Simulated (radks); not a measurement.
Species: Be3+. Configuration: 1s1. Method: Dirac Kohn-Sham, LDA (Slater exchange, Perdew-Wang correlation), spin-unpolarised, spherical densities, finite nucleus; Fermi nuclear charge, rms radius 2.519 fm; computed with a radial shooting solver on a logarithmic mesh with Libxc functionals.

Radial electron density D(r) = 4 pi r^2 rho(r):

| r (bohr) | D(r) (e/bohr) |
|---|---|
| 0.02312 | 0.1088 |
| 0.02504 | 0.1258 |
| 0.02691 | 0.1431 |
| 0.02916 | 0.1649 |
| 0.03133 | 0.1871 |
| 0.03394 | 0.2151 |
| 0.03648 | 0.2434 |
| 0.03951 | 0.2787 |
| 0.04246 | 0.3144 |
| 0.046 | 0.3586 |
| 0.04943 | 0.4029 |
| 0.05355 | 0.4575 |
| 0.05755 | 0.5117 |
| 0.06234 | 0.5779 |
| 0.067 | 0.6430 |
| 0.07258 | 0.7217 |
| 0.07799 | 0.7981 |
| 0.08449 | 0.8892 |
| 0.0908 | 0.9765 |
| 0.09836 | 1.079 |
| 0.1057 | 1.175 |
| 0.1145 | 1.286 |
| 0.1231 | 1.387 |
| 0.1333 | 1.500 |
| 0.1433 | 1.601 |
| 0.1552 | 1.709 |
| 0.1668 | 1.800 |
| 0.1807 | 1.892 |
| 0.1942 | 1.964 |
| 0.2103 | 2.028 |
| 0.226 | 2.070 |
| 0.2448 | 2.094 |
| 0.2631 | 2.094 |
| 0.285 | 2.069 |
| 0.3063 | 2.022 |
| 0.3318 | 1.943 |
| 0.3566 | 1.849 |
| 0.3863 | 1.722 |
| 0.4151 | 1.588 |
| 0.4497 | 1.425 |
| 0.4833 | 1.268 |
| 0.5236 | 1.090 |
| 0.5626 | 0.9302 |
| 0.6095 | 0.7604 |
| 0.655 | 0.6184 |
| 0.7096 | 0.4770 |
| 0.7625 | 0.3668 |
| 0.826 | 0.2645 |
| 0.8877 | 0.1905 |
| 0.9616 | 0.1270 |
| 1.033 | 0.08478 |
| 1.119 | 0.05162 |
| 1.203 | 0.03155 |
| 1.303 | 0.01729 |
| 1.401 | 0.009542 |
| 1.517 | 0.004626 |

D(r) has 1 maximum, at r = 0.255 bohr.
